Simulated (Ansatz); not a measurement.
C$_{4}$O$_{4}$Os (`[O+]#[C][Os-4]([C]#[O+])([C]#[O+])[C]#[O+]`). The species carries charge 0 and has multiplicity 1. Os: def2 effective core potential.

```xyz
9

O    -2.196    1.417    1.586
C    -1.409    0.782    1.061
Os    0.000   -0.003    0.001
C     1.356    0.232   -1.352
O     2.093    0.565   -2.156
C    -1.209   -0.951   -1.169
O    -1.864   -1.675   -1.756
C     1.262   -0.066    1.461
O     1.968   -0.302    2.323
```

Question: What are the harmonic wavenumbers in cm⁻¹ at PBE0-D4/def2-TZVP (Ansatz, finite differences of forces, unscaled)? (Best estimate.)

Answer: Computed: 26, 63, 79, 79, 90, 377, 378, 382, 432, 433, 472, 491, 513, 549, 573, 588, 588, 2089, 2090, 2113, 2202.

Question: Is this a minimum?

Answer: Yes, all 21 modes are real.

Question: Give the ideal-gas thermochemistry at 298.15 K and 1 bar (rigid rotor, harmonic oscillator; point group D2d, symmetry number 4).

Answer: Zero-point energy 87.4 kJ/mol; H(298) − E = 115.5 kJ/mol; entropy 423.6 J/(mol·K), of which translation 180.1, rotation 114.6, vibration 128.9; G(298) − E = -10.8 kJ/mol. Modes under 100 cm⁻¹ are hindered rotations or soft bends, so the harmonic entropy is rough.

Question: And at 400, 500, 600, 800 and 1000 K?

Answer: 
```csv
T (K),H − E (kJ/mol),S (J/mol/K),G − E (kJ/mol)
400,130.5,466.7,-56.2
500,146.3,502.0,-104.7
600,162.9,532.3,-156.4
800,197.9,582.5,-268.1
1000,234.5,623.4,-388.8
```
